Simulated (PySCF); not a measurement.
A side-by-side comparison of computed properties.

First species: C₄H₈ClFSi₂.
Bonds: F1–C2, C2–C3, C3–Si4, Si4–C5, C5–C6 (triple), C6–Si7, Si7–Cl8. Hydrogens: H9, H10 on C2; H11, H12 on C3; H13, H14 on Si4; H15, H16 on Si7.

Second species: C3H6Cl2OSi.
InChI=1S/C3H6Cl2OSi/c4-2(5)3-6-1-7-3/h2-3H,1,7H2/t3-/m0/s1

Levels: CAM-B3LYP/def2-SVPD for dipole moment, HOMO energy, LUMO energy, HOMO–LUMO gap, static isotropic polarisability and electronic spatial extent ⟨r²⟩ about the centre of nuclear charge; TDDFT CAM-B3LYP/def2-SVPD for lowest singlet excitation; TDA CAM-B3LYP/def2-SVPD for lowest triplet excitation (Tamm–Dancoff); GFN2-xTB for rotational constant A and rotational constant C. Geometries: GFN2-xTB. All species are isolated and taken at one optimised geometry, non-relativistic unless stated. Electronic properties by PySCF.

The conformers computed, where there is a choice (atom-mapped SMILES and torsion angles):
- `[F:1][CH2:2][CH2:3][SiH2:4][C:5]#[C:6][SiH2:7][Cl:8]`: F1–C2–C3–Si4 -60°, C2–C3–Si4–C5 -61°
- `[Cl:1][CH:2]([Cl:3])[C@H:4]1[O:5][CH2:6][SiH2:7]1`: Cl1–C2–C4–O5 -165°

Values for the first species:

```
Dipole moment                                                     : 1.52 D
HOMO energy                                                       : -9.65 eV
LUMO energy                                                       : -0.01 eV
HOMO–LUMO gap                                                     : 9.64 eV
Lowest singlet excitation                                         : 5.55 eV
Lowest triplet excitation (Tamm–Dancoff)                          : 4.67 eV
Static isotropic polarisability                                   : 113.2 au
Electronic spatial extent ⟨r²⟩ about the centre of nuclear charge : 2715 bohr²
Rotational constant A                                             : 1.819 GHz
Rotational constant C                                             : 0.388 GHz
```

Task: Estimate the same properties for the second species, and the change in each.

Result: 
| property | first | second | second less first |
| --- | --- | --- | --- |
| dipole moment | 1.52 D | 3.39 D | +1.87 D |
| HOMO energy | -9.65 eV | -9.26 eV | +0.39 eV |
| LUMO energy | -0.01 eV | 0.40 eV | +0.41 eV |
| HOMO–LUMO gap | 9.64 eV | 9.66 eV | +0.02 eV |
| lowest singlet excitation | 5.55 eV | 6.53 eV | +0.98 eV |
| lowest triplet excitation (Tamm–Dancoff) | 4.67 eV | 6.26 eV | +1.59 eV |
| static isotropic polarisability | 113.2 au | 91.7 au | -21.5 au |
| electronic spatial extent ⟨r²⟩ about the centre of nuclear charge | 2715 bohr² | 1419 bohr² | -1296 bohr² |
| rotational constant A | 1.819 GHz | 2.175 GHz | +0.356 GHz |
| rotational constant C | 0.388 GHz | 0.763 GHz | +0.375 GHz |

On the first: The principal polarisabilities are 90.3, 106.4 and 143.0 au; their mean is the isotropic value.

On the second: In atomic units the dipole is 1.34 e·bohr (1 au = 2.5417 D). A dipole of 3.39 D is allowed in C1, and pure rotational transitions are dipole-allowed.
